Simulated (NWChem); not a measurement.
Species: InH$_{3}$S; SMILES [InH2][SH]

Program: NWChem. The geometry was optimised at PBE0/def2-SVP. def2 effective core potentials on In; no spin-orbit coupling. Level M06-L/def2-SVP: energy and gradient on several grids; changes count from the extra-fine grid, which is no exact limit either.

```
grid     size of the energy change (μHa)  largest change of a gradient component (μHa/bohr)
-------  -------------------------------  -------------------------------------------------
xcoarse                             5000                                               2000
coarse                               100                                               2000
medium                                40                                                300
fine                                < 10                                                100
xfine                               < 10                                               < 30
```
